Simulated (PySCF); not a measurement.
In(Br)(NH2)2 (BrH4InN2), SMILES [NH2][In]([NH2])[Br].

Coordinates come from a B3LYP-D3(BJ)/def2-SVP optimisation. The def2 effective core potentials stand for the cores of In; spin–orbit coupling is left out. The values are those of a single conformer.

These are TDA-PBE/def2-SVPD run with PySCF values and carry that method's errors.

Vertical excitations. Gas-phase values at a fixed geometry. State labels are in the subgroup Cs.

```
state  symmetry  energy (eV)  λ (nm)      f                                                                    main pairs
-----  --------  -----------  ------  -----  ----------------------------------------------------------------------------
S1           A"         3.99     311  0.046                                                                HOMO→LUMO 89 %
S2           A'         4.21     295  0.018                                                              HOMO−1→LUMO 87 %
S3           A"         4.32     287  0.011                                                              HOMO−2→LUMO 99 %
S4           A'         4.70     264  0.055                                                              HOMO−3→LUMO 85 %
S5           A"         5.21     238  0.031                                          HOMO→LUMO+1 76 %, HOMO−2→LUMO+1 12 %
S6           A'         5.53     224  0.023                                          HOMO−1→LUMO+1 69 %, HOMO−4→LUMO 16 %
S7           A"         5.57     223  0.022                                          HOMO−2→LUMO+1 77 %, HOMO→LUMO+2 14 %
S8           A"         5.69     218  0.012                                                              HOMO→LUMO+2 84 %
S9           A'         5.92     210  0.020  HOMO−3→LUMO+1 31 %, HOMO−4→LUMO 29 %, HOMO−1→LUMO+2 16 %, HOMO−1→LUMO+1 11 %
S10          A'         6.10     203  0.016                                        HOMO−1→LUMO+2 67 %, HOMO−3→LUMO+1 26 %
T1           A"         3.26     380      0                                                                HOMO→LUMO 99 %
T2           A'         3.68     337      0                                                              HOMO−1→LUMO 96 %
T3           A"         4.10     302      0                                                             HOMO−2→LUMO 100 %
T4           A'         4.27     290      0                                                              HOMO−3→LUMO 96 %
```
Triplets are in the Tamm–Dancoff approximation.
